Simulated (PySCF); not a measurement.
# Electron correlation in Ne³⁺ (neon, charge +3)

[He] 2s2 2p3, high-spin 4S determinant. Computed with PySCF 2.14 in x2c-QZVPPall with one added diffuse shell each of s, p, d, f type (8s5p4d3f1g, 73 functions), with the spin-free X2C one-electron Hamiltonian (Gaussian nucleus). Frozen: nothing; 7 electrons correlated.

```tsv
level	correlation energy (mhartree)
CCSD	-144.14
(T)	-1.15
CCSD(T)	-145.29
```

Diagnostics: T1 = 0.0018, D1 = 0.0053, largest double amplitude 0.023.

Cost of the coupled-cluster step: roughly 13 core-seconds, for 7 correlated electrons.

This basis was not built for core-valence correlation, so the inner-shell part is incomplete.
